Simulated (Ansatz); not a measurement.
All values below come from frozen-core CCSD(T)/cc-pVQZ // B3LYP-D3(BJ)/def2-TZVP (Ansatz, a quantum-chemistry and plane-wave program).

Ansatz 0.2 input:
```yaml
crystal:
  periodic: [false, false, false]
  atoms:
    - { symbol: N, position_ang: [1.665909, -0.323865, -0.215477] }
    - { symbol: C, position_ang: [0.435933, -0.317183, -0.01301] }
    - { symbol: C, position_ang: [-0.900481, 0.202158, 0.156533] }
    - { symbol: O, position_ang: [-0.497213, -1.240404, 0.232014] }
    - { symbol: H, position_ang: [2.019692, 0.616936, -0.366698] }
    - { symbol: H, position_ang: [-1.511562, 0.441926, -0.705828] }
    - { symbol: H, position_ang: [-1.212277, 0.620433, 1.106482] }
basis:
  gaussian: { orbitals: cc-pVQZ }
correlation:
  method: ccsd_t
```

Output:

```
Functional definition: HF
1844 factors; integrals over basis functions are off by at most 1.1e-3 eV
mean field evaluation 1: about -5624.6419 eV, gradient 3.6e1 eV
mean field evaluation 2: about -5624.6427 eV, gradient 3.6e1 eV
mean field evaluation 4: about -5627.4665 eV, gradient 4.1e0 eV
mean field evaluation 8: about -5627.5297 eV, gradient 2.2e-1 eV
mean field evaluation 16: about -5627.5216 eV, gradient 1.1e0 eV
mean field -5627.53008483 eV, -206.8079161406 hartree, gradient 3.7e-6 eV, S^2 0.000000; 0 other end points of the search recorded, 0 dependent functions left out
4 core orbitals not correlated
reference -5627.53008483 eV, -206.8079161406 hartree; 11, 11 occupied and 295, 295 virtual orbitals, 1844 factors
second order -21.97415703 eV of doubles, -0.00000000 eV of singles
cycle   1  -21.34665864 eV  change    6.3e-1 eV  update   1.1e-1
cycle   2  -21.92959184 eV  change   -5.8e-1 eV  update   3.7e-2
cycle   3  -22.06978092 eV  change   -1.4e-1 eV  update   1.7e-2
cycle   4  -22.05406140 eV  change    1.6e-2 eV  update   4.4e-3
cycle   5  -22.05263145 eV  change    1.4e-3 eV  update   2.1e-3
cycle   6  -22.05428395 eV  change   -1.7e-3 eV  update   7.0e-4
cycle   7  -22.05383427 eV  change    4.5e-4 eV  update   3.1e-4
cycle   8  -22.05372595 eV  change    1.1e-4 eV  update   1.1e-4
cycle   9  -22.05376388 eV  change   -3.8e-5 eV  update   4.2e-5
cycle  10  -22.05375541 eV  change    8.5e-6 eV  update   1.4e-5
perturbative correction -1.07837597 eV, -0.0396295859 hartree
Total energy: -5650.66221621 eV, -207.6580062891 hartree
```

Cost: around 30 core-minutes (rough).
